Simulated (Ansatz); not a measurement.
Saddle point of CH$_{6}$Ge, singlet (GeH₂ + CH₄ → CH₄Ge ([CH2][GeH2]) + H₂; bonds formed: Ge1–C3, H2–H4; bonds broken: H2–C3, C3–H4), PBE0-D4/def2-TZVP structure:

Ge1  (-0.132, 0.651, 1.352)
H2  (-0.444, -0.370, -0.962)
C3  (0.597, -0.228, -0.265)
H4  (-0.048, -0.773, -1.682)
H5  (-1.305, -0.309, 1.751)
H6  (-0.925, 1.859, 0.744)
H7  (0.987, -1.227, -0.092)
H8  (1.270, 0.397, -0.847)
(Å)

Energies are electronic, without zero-point energy. Barriers and step energies count from the start structure reached by relaxing down the imaginary mode; all methods use the PBE0-D4 structures, on which another method's saddle can fall below an end. Program: Ansatz 0.2.0. Basis: def2-TZVPP, with def2-QZVPP for the basis limit. Cores are frozen in the correlated methods. Filled d shells of the heavier atoms are correlated. The def2 sets are not built for correlating such inner shells, so the correlated values are less sure here. B3LYP uses VWN-RPA correlation. Extrapolation: Hartree–Fock as exp(−7.88 √X), correlation as X^−2.97.

```tsv
method	barrier (kcal/mol)	step energy (kcal/mol)
SPW92	48.22	24.53
PBE-D4	53.41	23.91
BLYP-D4	57.06	25.05
r2SCAN-D4	55.37	22.91
B97M-V	?	25.21
PBE0-D4	?	25.83
B3LYP-D4	61.99	26.60
r2SCAN0-D4	60.92	25.16
BHLYP-D4	69.32	29.03
CAM-B3LYP-D4	66.74	27.19
wB97X-V	68.49	26.18
wB97M-V	67.97	27.49
B2PLYP	63.14	23.19
PBE-QIDH	63.74	23.31
RPA on PBE	?	21.13
HF	81.19	30.95
MP2	64.42	18.21
CCSD	67.25	23.19
CCSD(T)	62.91	20.69
```

**Question.** Fill in the withheld barriers. (An estimate is asked for; the value comes from the calculation.)

**Answer.** Computed: PBE0-D4 59.78; RPA on PBE 61.71; B97M-V 59.00 kcal/mol. Each is the energy of the saddle less that of the start structure, by the same method.

For comparison, the barrier by CCSD(T) at an estimated basis limit (MP2 extrapolated from triple and quadruple zeta, plus CCSD(T) − MP2 in triple zeta) is 62.27 kcal/mol.

The T1 diagnostic stays at or below 0.025. The restricted Hartree–Fock reference is unstable towards an unrestricted one at one or more of these structures. The start structure is not quite a true minimum (one mode of 89i cm⁻¹).

Labels in which every atom is bracketed show which atoms are joined, not bond orders.

For scale, one of the runs: CCSD(T)/def2-TZVPP, 163 basis functions (an equivalent command: `ansatz run in.yaml --threads 2`). The run took 35 s on 2 CPU threads (shared host), with 1.2 GiB of host memory at its peak.
